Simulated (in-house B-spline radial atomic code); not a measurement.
Spin-orbit splittings of orbital energies (j = l + 1/2 less j = l - 1/2) and ratios of mean radii (lower j over upper j) along the 28-electron series, configuration [Ar] 3d10. Computed with a radial B-spline atomic code at the basis-set limit: Dirac-Hartree-Fock, average of the configuration, finite nuclei.

```
 ion   Z  splitting of 3d (eV)  radius ratio of 3d  splitting of 3p (eV)  radius ratio of 3p  splitting of 2p (eV)  radius ratio of 2p
 Cu+  29               0.36019             0.99017                2.7755             0.98667                20.794             0.98434
Zn2+  30               0.43339             0.99235                3.2735             0.98613                 24.19             0.98321
Ga3+  31                     ?                   ?                     ?                   ?                     ?                   ?
Ge4+  32                     ?                   ?                     ?                   ?                     ?                   ?
As5+  33               0.80646             0.99376                5.3462             0.98451                36.962              0.9796
Se6+  34               0.97921             0.99378                6.2511             0.98391                42.196             0.97831
Br7+  35                 1.179             0.99372                 7.277             0.98328                 47.98             0.97699
Kr8+  36                 1.408             0.99361                8.4336             0.98261                54.355             0.97563
```

**Question.** Fill in the row of Ga3+.

**Answer.** splitting of 3d (eV): 0.5344; radius ratio of 3d: 0.99321; splitting of 3p (eV): 3.8649; radius ratio of 3p: 0.9856; splitting of 2p (eV): 27.995; radius ratio of 2p: 0.98204.

**Question.** Fill in the row of Ge4+.

**Answer.** splitting of 3d (eV): 0.65869; radius ratio of 3d: 0.9936; splitting of 3p (eV): 4.5535; radius ratio of 3p: 0.98507; splitting of 2p (eV): 32.241; radius ratio of 2p: 0.98084.

**Question.** With what power of Z does the column «splitting of 3p (eV)» change over this range?

**Answer.** A fit of the logarithm of its size against log Z from Z = 29 to 36 has slope 5.16. An unscreened hydrogenic electron would give 4 at low Z; screening makes the apparent power larger near the neutral end, and relativity raises it again at high Z.
